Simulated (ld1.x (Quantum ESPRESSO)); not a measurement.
**Which setting gave this result? (tellurium (Te), ultrasoft)**

Base potential:

* Element: tellurium (Te)
* Generator: ld1.x (Quantum ESPRESSO) 7.5
* Type: ultrasoft
* Functional: PBEsol
* Relativity: scalar-relativistic
* Frozen core: [Kr] 4d10
* Valence charge: 6
* Reference configuration: 5s2 5p4
* Partial waves: 5s (bound): rcut 1.70, rcutus 1.90 bohr; 5s channel at -0.7 Ry: rcut 1.70, rcutus 1.90 bohr; 5p (bound): rcut 1.65, rcutus 2.00 bohr; 5p channel at -0.05 Ry: rcut 1.65, rcutus 2.00 bohr
* Local potential: all-electron potential smoothed inside 1.45 bohr (lloc = -1)
* Core correction: Bessel-smoothed model core, default radius (core density twice the valence density)
* Augmentation charge: PSQ, inside the norm-conserving radii

Cutoffs, loose and tight: the cutoffs (Ry, on a coarse ladder) from which the occupation-weighted sum of valence levels, in a spherical-Bessel basis at the reference potential, stays within 10 and 1 mRy of its value at 400 Ry. They do not see the model core or the augmentation charge, which bear on the density cutoff. Test errors are all-electron minus pseudo excitation energies from the reference, over the configurations 5s2 5p3; 5s2 5p2; 5s2 5p1; 5s1 5p4; 5s2 5p4.3; 5s2 5p3.5; 5s1 5p5; variants that change the core or the reference have their own tests.

Only the s radius is moved (3 further runs of the sweep failed or gave no value and are left out):

```tsv
s radius (bohr)	cutoff, loose	cutoff, tight	bound ghosts	largest test error (meV)	median size of the test errors
1.86	10 Ry	25 Ry	s, d	-197	9.0 meV
2.02	8 Ry	15 Ry	s, d	-201	9.2 meV
2.46	6 Ry	15 Ry	s, d	-211	13.2 meV
2.66	6 Ry	15 Ry	s, d	-209	15.1 meV
2.88	6 Ry	15 Ry	s, d	-196	16.9 meV
```

Q: One more run gave cutoff, loose: 6 Ry; cutoff, tight: 15 Ry; bound ghosts: s, d; largest test error (meV): -209; median size of the test errors: 10.9 meV. Which value of the s radius was used?

A: 2.22 bohr. The median size of the test errors moves one way along this sweep, from 9.0 meV at 1.86 to 16.9 meV at 2.88 bohr, which places the run between 2.02 and 2.46 bohr.
